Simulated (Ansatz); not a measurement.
Reaction (hydrogenolysis of the Si–N bond): `F[Si]N([SiH3])[SiH3]` + H₂ → `F[SiH]` + `[SiH3]N[SiH3]`

Gas-phase electronic energies from Ansatz, PBE0-D4/def2-TZVP geometries. CCSD(T)/CBS is the MP2 limit (def2-TZVPP, def2-QZVPP) plus CCSD(T) − MP2 in def2-TZVPP, frozen cores. This one scheme is used for every species. DFT in def2-TZVPP. B3LYP here is the variant with VWN-RPA as its local correlation; programs differ in this. Each species was taken in one conformer, which may not be the lowest.

```json
{"level": "revPBE-D4", "ΔE (eV)": "1.39"}
{"level": "r2SCAN-D4", "ΔE (eV)": "1.40"}
{"level": "revPBE", "ΔE (eV)": "1.15"}
{"level": "BLYP", "ΔE (eV)": "1.12"}
{"level": "PBE0", "ΔE (eV)": "1.20"}
{"level": "B3LYP", "ΔE (eV)": "1.12"}
{"level": "SCS-MP2/def2-TZVPP", "ΔE (eV)": "1.29"}
{"level": "HF/def2-QZVPP", "ΔE (eV)": "0.94"}
```

Task: What does CCSD(T)/CBS give? (Estimate.)

Result: Computed: +1.31 eV. The listed levels differ from it by 0.08, 0.09, -0.16, -0.19, -0.11, -0.19, -0.02, -0.37 eV.

Largest T1 diagnostic among the species: 0.015.

Leaving LDA and LC-ωPBE aside and taking each functional with its dispersion term where it has one, the values, not all of them listed here, spread over 0.16 eV, from B2PLYP to r2SCAN-D4. LDA lies +0.16 eV from PBE without D4. From r2SCAN to r2SCAN0 (25 % exact exchange), in def2-TZVPP and without D4, ΔE moves by −0.06 eV. The D4 term adds +0.19 eV with B3LYP and +0.10 eV with PBE0; it sums over pairs of atoms, weighted by their polarisabilities, and B3LYP, whose exchange is more repulsive, gets the larger term.
